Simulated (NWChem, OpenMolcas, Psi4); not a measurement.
How methods differ on CH5BN2 (SMILES NC1BN1)

The species is CH5BN2 (9 atoms), meant as a singlet with charge 0. As SMILES, `NC1BN1`. Geometry: relaxed at PBE0-D4/def2-TZVP. This is one conformer, not always the lowest.

Quantity: the vertical energy of the triplet above the singlet, in eV. The values are calculated.

```
                                  level                    kind     program  value (eV)  less CCSD(T)/cc-pVDZ  CPU time (all runs)
                             HF/cc-pVDZ            Hartree–Fock  OpenMolcas        5.60                 -0.27                 40 s
                          SVWN5/cc-pVDZ                     LDA  OpenMolcas        5.25                 -0.62              2.1 min
                           BLYP/cc-pVDZ                     GGA  OpenMolcas        5.20                 -0.67              3.3 min
                         r2SCAN/cc-pVDZ                meta-GGA  OpenMolcas        5.23                 -0.64              3.5 min
                          B3LYP/cc-pVDZ           global hybrid  OpenMolcas        5.43                 -0.44              2.3 min
                          BHLYP/cc-pVDZ           global hybrid  OpenMolcas        5.54                 -0.33              2.7 min
                          wB97X/cc-pVDZ  range-separated hybrid        Psi4        5.69                 -0.18                 68 s
                        PBE0-DH/cc-pVDZ           double hybrid      NWChem        5.64                 -0.23                 62 s
CCSD(T)/cc-pVDZ, open shells restricted   coupled cluster or CI  OpenMolcas        5.87                  0.00                3 min
```

CCSD(T)/cc-pVDZ, open shells restricted is the highest level here, not the true value. The values span 5.20 to 5.87 eV. A triplet this far above the singlet is often a Rydberg-like or dissociative state; sets without diffuse functions put Rydberg states too high. Times are those of the runs behind each value, whatever else they computed, on shared processors of several kinds: orders of magnitude only.
